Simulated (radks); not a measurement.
Trend from Li to Ne: ionisation energy by Delta-SCF between NIST ground configurations, and size. All-electron calculation, scalar-relativistic Kohn-Sham, r2SCAN, spin-polarised, spherical densities, finite nucleus; open shells are filled with parallel spins first; meta-GGA in the generalised Kohn-Sham scheme; Fermi nuclear charge, rms radius of each element as measured or else 0.836 A^(1/3) + 0.57 fm. Program: a radial shooting solver on a logarithmic mesh with Libxc functionals.

[
 {"species": "Li", "configuration": "[He] 2s1", "configuration of the ion": "[He]", "IE (eV)": "5.395", "NIST (eV)": "5.392", "kind": "exp.", "outermost": "2s", "<r> outermost (bohr)": "3.81"},
 {"species": "Be", "configuration": "[He] 2s2", "configuration of the ion": "[He] 2s1", "IE (eV)": "8.792", "NIST (eV)": "9.323", "kind": "exp.", "outermost": "2s", "<r> outermost (bohr)": "2.62"},
 {"species": "B", "configuration": "[He] 2s2 2p1", "configuration of the ion": "[He] 2s2", "IE (eV)": "8.306", "NIST (eV)": "8.298", "kind": "exp.", "outermost": "2p", "<r> outermost (bohr)": "2.24"},
 {"species": "C", "configuration": "[He] 2s2 2p2", "configuration of the ion": "[He] 2s2 2p1", "IE (eV)": "11.865", "NIST (eV)": "11.260", "kind": "exp.", "outermost": "2p", "<r> outermost (bohr)": "1.73"},
 {"species": "N", "configuration": "[He] 2s2 2p3", "configuration of the ion": "[He] 2s2 2p2", "IE (eV)": "15.470", "NIST (eV)": "14.534", "kind": "exp.", "outermost": "2p", "<r> outermost (bohr)": "1.41"},
 {"species": "O", "configuration": "[He] 2s2 2p4", "configuration of the ion": "[He] 2s2 2p3", "IE (eV)": "12.886", "NIST (eV)": "13.618", "kind": "exp.", "outermost": "2p", "<r> outermost (bohr)": "1.35"},
 {"species": "F", "configuration": "[He] 2s2 2p5", "configuration of the ion": "[He] 2s2 2p4", "IE (eV)": "17.751", "NIST (eV)": "17.423", "kind": "exp.", "outermost": "2p", "<r> outermost (bohr)": "1.13"},
 {"species": "Ne", "configuration": "[Ne]", "configuration of the ion": "[He] 2s2 2p5", "IE (eV)": "22.487", "NIST (eV)": "21.565", "kind": "exp.", "outermost": "2p", "<r> outermost (bohr)": "0.974"}
]

Reference values: NIST Atomic Spectra Database (exp. = measured, semi-emp. = semi-empirical, theory = theoretical value adopted there). Open shells are spherical and high-spin; term and fine-structure splittings are not resolved.
